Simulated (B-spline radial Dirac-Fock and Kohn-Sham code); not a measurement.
# O: scattering cross sections and density moments

System: neutral oxygen in the configuration [He] 2s2 2p4.

Input file task.json (cfg lists n, l and occupation; rrms is the nuclear radius in fm):

```json
{"items": [{
  "Z": 8,
  "q": 0,
  "cfg": [[1, 0, 2], [2, 0, 2], [2, 1, 4]],
  "A": 16,
  "rrms": 2.6991,
  "do": ["scatter"],
  "s": [0.0, 0.05, 0.1, 0.15, 0.2, 0.25, 0.3, 0.35, 0.4, 0.45, 0.5, 0.6, 0.7, 0.8, 0.9, 1.0, 1.1, 1.2, 1.4, 1.6, 1.8, 2.0, 2.5, 3.0, 3.5, 4.0, 5.0, 6.0],
  "pz": [0, 0.1, 0.2, 0.3, 0.4, 0.5, 0.6, 0.8, 1.0, 1.2, 1.4, 1.6, 1.8, 2.0, 2.5, 3.0, 4.0, 5.0, 7.0, 10.0, 15.0, 20.0, 30.0, 40.0, 60.0, 100.0],
  "hv_scatter": [1000, 2000, 5000, 8047.8, 10000, 17479.3, 20000, 30000, 50000, 100000, 200000, 500000, 1000000]
}]}
```

Launch: `python xray_run.py task.json out`

The computed values come from a B-spline atomic structure program: configuration-average Dirac-Fock orbitals.

| Property | Result |
| --- | --- |
| Sum of ⟨r⟩ | 7.632 bohr |
| Sum of ⟨r²⟩ | 11.26 bohr² |
| Sum of ⟨1/r⟩ | 22.278 per bohr |
| Langevin diamagnetic susceptibility | -8.92 × 10⁻⁶ cm³/mol |
| Lamb shielding (α²/3)Σ⟨1/r⟩ | 395.4 ppm |

Coherent scattering is the Thomson cross section weighted by f₀², without anomalous dispersion; incoherent scattering is Klein-Nishina weighted by S. The Lamb formula is the non-relativistic shielding expression. Electron correlation is left out.

```
hν (keV)  coherent (b)  incoherent (b)  incoherent per electron (b)
       1         39.89          0.2274                       0.0284
       2         33.55          0.7649                       0.0956
       5         16.41           2.364                        0.296
  8.0478         9.081           3.187                        0.398
      10         6.811           3.472                        0.434
 17.4793         3.189           4.018                        0.502
      20         2.626           4.115                        0.514
      30         1.393           4.304                        0.538
      50        0.5753           4.282                        0.535
     100        0.1591           3.881                        0.485
     200       0.04127           3.236                        0.404
     500      0.006681           2.311                        0.289
    1000      0.001673           1.689                        0.211
```

Incoherent scattering overtakes coherent scattering between 10 and 17.4793 keV.
